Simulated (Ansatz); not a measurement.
Reaction (ligand exchange at the Sb–O bond): `[OH][SbH][SiH3]` + `[SiH3]S` → `[SiH3][S][SbH][SiH3]` + H₂O

Calculated with Ansatz (gas phase, PBE0-D4/def2-TZVP geometries, no zero-point term in ΔE). CBS: MP2 limit from def2 TZ/QZ plus the TZ coupled-cluster correction, frozen cores. This one scheme is used for every species. Functionals use def2-TZVPP. def2 core potentials past Kr. For Sb outer-core shells are correlated without core-valence functions, which leaves a few kJ/mol of doubt a bond. One conformer a species, not always the lowest.

`[OH][SbH][SiH3]`:

Z-matrix (Å, degrees):
```
Si
Sb 1 2.580
H 1 1.489 2 108.7
H 1 1.486 2 109.4 3 -118.5
H 1 1.485 2 110.8 3 120.6
O 2 1.984 1 92.4 3 -163.3
H 2 1.717 1 90.2 3 -68.1
H 6 0.960 2 109.5 1 -146.8
```

`[SiH3]S`:

Z-matrix (Å, degrees):
```
Si
S 1 2.137
H 1 1.485 2 111.6
H 1 1.485 2 111.6 3 -122.0
H 1 1.482 2 104.8 3 119.0
H 2 1.344 1 94.7 3 60.9
```

`[SiH3][S][SbH][SiH3]`:

Z-matrix (Å, degrees):
```
Si
S 1 2.130
H 1 1.487 2 111.4
H 1 1.485 2 106.4 3 119.4
H 1 1.486 2 111.4 3 -121.0
Sb 2 2.442 1 97.0 3 59.1
Si 6 2.576 2 91.4 1 -135.5
H 6 1.711 2 94.0 1 133.1
H 7 1.485 6 107.9 2 75.6
H 7 1.484 6 110.7 2 -44.6
H 7 1.488 6 109.5 2 -165.7
```

H₂O:

Cartesian coordinates in Å:
```
O 0.387 -0.015 -0.036
H -0.130 -0.124 0.765
H -0.258 0.138 -0.730
```

```json
{"species": "`[OH][SbH][SiH3]`", "r2SCAN0 energy (Eh)": "-608.00066"}
{"species": "`[SiH3]S`", "r2SCAN0 energy (Eh)": "-690.06424"}
{"species": "`[SiH3][S][SbH][SiH3]`", "r2SCAN0 energy (Eh)": "-1221.67831"}
{"species": "H₂O", "r2SCAN0 energy (Eh)": "-76.41194"}
```

Problem. Work out ΔE.

Solution. ΔE = (-1221.67831) + (-76.41194) − (-608.00066) − (-690.06424) = -0.02535 Eh = -66.6 kJ/mol. CCSD(T)/CBS gives -70.5 kJ/mol.

Largest T1 diagnostic among the species: 0.014.

At CCSD(T), def2-SVP lies +5.5 kJ/mol from the extrapolated value and def2-TZVPP +5.7 kJ/mol. From BLYP to BHLYP (50 % exact exchange), in def2-TZVPP and without D4, ΔE moves by −10.9 kJ/mol. In def2-TZVPP, CCSD(T) changes the Hartree–Fock value by −11.7 kJ/mol (the triples alone add −2.7 kJ/mol) and MP2 by −22.5 kJ/mol.
